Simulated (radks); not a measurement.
Results of a calculation; reference values are marked as such.
Question: The zinc ion Zn+, 29 electrons, occupied as [Ne] 3s2 3p5 3d10 4s2 (not the ground configuration). Code: a radial shooting solver on a logarithmic mesh with Libxc functionals. Model: scalar-relativistic Kohn-Sham, Wu-Cohen GGA, spin-polarised, spherical densities, point nucleus; open shells are filled with parallel spins first. Some entries of the table are withheld. Estimate them.

orbital,occ.,eigenvalue (eV),<1/r> (bohr^-1),r(max) (bohr)
1s up,1,-9546.708,30.22,0.03292
1s down,1,-9546.072,30.22,0.03292
2s up,1,-1177.870,6.586,0.1893
2s down,1,-1177.374,6.586,0.1893
2p up,3,-1024.564,6.466,0.1519
2p down,3,-1023.869,6.465,0.1520
3s up,1,-147.9863,2.104,0.5867
3s down,1,-146.3566,2.099,0.5870
3p up,3,-102.0968,1.955,(1)
3p down,2,-100.5334,1.950,(2)
3d up,5,-27.7621,1.593,0.5574
3d down,5,-26.5387,1.580,0.5584
4s up,1,-16.1040,0.5802,1.890
4s down,1,-16.0263,0.5774,1.899

Answer: 
(1) 3p up r(max) (bohr): 0.5896
(2) 3p down r(max) (bohr): 0.5902
